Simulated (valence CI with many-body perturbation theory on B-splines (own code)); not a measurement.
The numbers below are computed, except where a source is named.
From CI to CI+MBPT in Gd³³⁺

Method: configuration interaction combined with many-body perturbation theory (CI+MBPT): three valence electrons over a frozen Dirac-Fock core [Ar] 3d10, a basis of 11 s, 11 p, 9 d, 7 f, 5 g, 2 h, 1 i functions for each j, with the one-electron correlation potential Σ1 (screened to all orders), the two-electron term Σ2, the three-electron term Σ3, Breit, model QED; selected single and double excitations, second order for the rest (own B-spline code, finite nucleus).

No measured spectrum was set against this ion. As an estimate, large intervals hold to a few tenths of a per cent, small ones and those within an open d or f shell to about a per cent.

Each rung adds one term. CI alone is the Dirac-Coulomb CI over the frozen core; QED comes last and gives the full result, which names the levels. Energies are above (4s^2 4p1/2) J=1/2 on the same rung, in eV.

Levels are named by their leading jj configuration (3d3/2^4 stands for four electrons in 3d with j = 3/2), which in mixed levels can hold well under half, so a name can repeat and another be missing. Letters in brackets count levels of one name in rising energy.

```tsv
Level	CI alone
(4s^2 4p3/2) J=3/2	45.09
(4s 4p1/2^2) J=1/2	72.27
(4s 4p1/2 4p3/2) J=3/2 [a]	107.54
(4s 4p1/2 4p3/2) J=5/2	114.18
(4s 4p1/2 4p3/2) J=3/2 [b]	124.08
(4s 4p1/2 4p3/2) J=1/2	127.63
(4s 4p3/2^2) J=5/2	155.56
(4s^2 4d3/2) J=3/2	168.60
(4s 4p3/2^2) J=1/2	172.44
(4s 4p3/2^2) J=3/2	178.86
(4s^2 4d5/2) J=5/2	183.08
(4p1/2^2 4p3/2) J=3/2	198.32
(4s 4p1/2 4d3/2) J=3/2 [a]	227.40
(4s 4p1/2 4d3/2) J=5/2	230.95
(4p1/2 4p3/2^2) J=3/2	236.23
(4p1/2 4p3/2^2) J=5/2	238.64
```

Q: What do these energies become with core correlation, Breit and QED?

A: (4s^2 4p3/2) J=3/2 44.85 (-0.234); (4s 4p1/2^2) J=1/2 72.20 (-0.064); (4s 4p1/2 4p3/2) J=3/2 [a] 107.54 (+0.006); (4s 4p1/2 4p3/2) J=5/2 113.94 (-0.243); (4s 4p1/2 4p3/2) J=3/2 [b] 123.43 (-0.656); (4s 4p1/2 4p3/2) J=1/2 126.47 (-1.168); (4s 4p3/2^2) J=5/2 155.18 (-0.374); (4s^2 4d3/2) J=3/2 167.25 (-1.351); (4s 4p3/2^2) J=1/2 171.38 (-1.057); (4s 4p3/2^2) J=3/2 177.15 (-1.715); (4s^2 4d5/2) J=5/2 181.37 (-1.708); (4p1/2^2 4p3/2) J=3/2 197.22 (-1.099); (4s 4p1/2 4d3/2) J=3/2 [a] 226.77 (-0.631); (4s 4p1/2 4d3/2) J=5/2 230.25 (-0.707); (4p1/2 4p3/2^2) J=3/2 235.08 (-1.157); (4p1/2 4p3/2^2) J=5/2 237.66 (-0.982).

Q: How does the ionisation energy move along the ladder, and which term matters most?

A: CI alone 1370.0, + Σ1 1371.7, + Σ2 1371.6, + Σ3 1371.6, + Breit 1370.2, + QED 1370.2 eV. The largest step is Σ1, 1.7 eV. NIST lists 1368 ± 5 eV (theoretical).
